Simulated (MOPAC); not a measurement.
MOPAC input (MNDO):

```
MNDO PRECISE GNORM=0.05 LET XYZ UHF MS=0.5 GEO-OK AUX(PRECISION=9) THREADS=1
CH6NSi

C    -1.41395000 1    0.97553300 1   -0.28092400 1
N    -0.52545300 1   -0.05419300 1   -0.54695600 1
Si    0.89866600 1   -0.41925700 1    0.37393600 1
H    -2.30201400 1    1.06989600 1   -0.88504700 1
H    -1.35724300 1    1.46243500 1    0.68047800 1
H    -0.67004100 1   -0.53017700 1   -1.42313100 1
H     1.89284500 1    0.68270000 1    0.34292200 1
H     0.53540600 1   -0.65115300 1    1.79215000 1
H     1.48159700 1   -1.63794800 1   -0.22824700 1
```

From the output:

```
                                                       MOPAC v23.2.5 Linux

          FINAL HEAT OF FORMATION =         -1.34414 KCAL/MOL =      -5.62388 KJ/MOL

          COSMO AREA              =        109.99 SQUARE ANGSTROMS
          COSMO VOLUME            =         97.22 CUBIC ANGSTROMS

          GRADIENT NORM           =          0.03585          =       0.01195 PER ATOM
          IONIZATION POTENTIAL    =          7.636479 EV
          ALPHA SOMO LUMO (EV)    =         -7.636  2.584
          BETA  SOMO LUMO (EV)    =        -10.611  2.212
          NO. OF ALPHA ELECTRONS  =         10
          NO. OF BETA  ELECTRONS  =          9
          MOLECULAR WEIGHT        =         60.1506         POINT GROUP:  Cs

          MOLECULAR DIMENSIONS (Angstroms)

            Atom       Atom       Distance
            H     9    H     4     4.66100
            H     6    H     8     2.88564
            H     6    H     7     2.07342

          SCF CALCULATIONS        =         48

   ATOM   CHEMICAL          X               Y               Z
  NUMBER   SYMBOL      (ANGSTROMS)     (ANGSTROMS)     (ANGSTROMS)

     1       C         -1.41852544  *   0.94703848  *  -0.27083633  *
     2       N         -0.51575758  *  -0.05478335  *  -0.53994325  *
     3      Si          0.90440121  *  -0.42523522  *   0.38110666  *
     4       H         -2.28357545  *   1.10882640  *  -0.90465804  *
     5       H         -1.26907556  *   1.59114966  *   0.58988666  *
     6       H         -0.74220978  *  -0.58793774  *  -1.34841161  *
     7       H          1.74974273  *   0.66587137  *   0.40015080  *
     8       H          0.55265942  *  -0.75376825  *   1.67485472  *
     9       H          1.52238544  *  -1.49626475  *  -0.23151570  *

                             CARTESIAN COORDINATES

   1    C       -1.418525444     0.947038484    -0.270836334
   2    N       -0.515757578    -0.054783347    -0.539943250
   3   Si        0.904401214    -0.425235217     0.381106657
   4    H       -2.283575455     1.108826401    -0.904658039
   5    H       -1.269075555     1.591149660     0.589886663
   6    H       -0.742209776    -0.587937742    -1.348411615
   7    H        1.749742727     0.665871366     0.400150802
   8    H        0.552659419    -0.753768251     1.674854717
   9    H        1.522385444    -1.496264751    -0.231515699

           Empirical Formula: C H6 N Si  =     9 atoms

      MOLECULAR POINT GROUP   :   Cs

          ALPHA EIGENVALUES
 -36.32913 -25.17525 -20.04325 -17.05487 -14.97631 -12.97574 -12.84428 -11.99561
 -11.45812  -7.63648   2.58384   2.62073   2.80405   2.93736   4.66099   5.18659
   6.18114   6.89179

           BETA EIGENVALUES
 -35.65442 -24.18069 -19.98922 -16.88632 -14.80279 -12.70570 -12.44434 -11.99034
 -10.61086   2.21160   2.60035   2.82601   2.95319   3.10389   4.91758   5.78596
   6.45201   7.43107

              NET ATOMIC CHARGES AND DIPOLE CONTRIBUTIONS

  ATOM NO.   TYPE          CHARGE      No. of ELECS.   s-Pop       p-Pop
    1          C          -0.110596        4.1106     1.24516     2.86543
    2          N          -0.628969        5.6290     1.52580     4.10317
    3         Si           1.644565        2.3554     0.99369     1.36175
    4          H           0.051000        0.9490     0.94900
    5          H           0.048682        0.9513     0.95132
    6          H           0.147987        0.8520     0.85201
    7          H          -0.384386        1.3844     1.38439
    8          H          -0.384341        1.3843     1.38434
    9          H          -0.383941        1.3839     1.38394
 DIPOLE           X         Y         Z       TOTAL
 POINT-CHG.     1.014    -0.549     0.340     1.202
 HYBRID        -0.572    -0.022    -0.563     0.803
 SUM            0.442    -0.572    -0.223     0.756

          ATOMIC ORBITAL ELECTRON POPULATIONS

     Atom    s        px        py        pz
    1  C   1.24516   0.93552   0.95114   0.97877
    2  N   1.52580   1.38149   1.37097   1.35071
    3 Si   0.99369   0.43708   0.46473   0.45994
    4  H   0.94900
    5  H   0.95132
    6  H   0.85201
    7  H   1.38439
    8  H   1.38434
    9  H   1.38394

                    (SZ)    =    0.500000
                    (S**2)  =    0.755926

          ATOMIC ORBITAL SPIN POPULATIONS

    Atom   Total    s     px     py     pz
         Atomic
    1  C  0.9578  0.049  0.261  0.350  0.298
    2  N  0.1447  0.007  0.034  0.051  0.052
    3 Si -0.0074 -0.001 -0.005  0.000 -0.002
    4  H -0.0477 -0.048
    5  H -0.0483 -0.048
    6  H -0.0053 -0.005
    7  H  0.0039  0.004
    8  H  0.0038  0.004
    9  H -0.0016 -0.002

 **********************
 *                    *
 * JOB ENDED NORMALLY *
 *                    *
 **********************

 == MOPAC DONE ==
```

The geometry given is a B3LYP-D3(BJ)/def2-TZVP minimum.
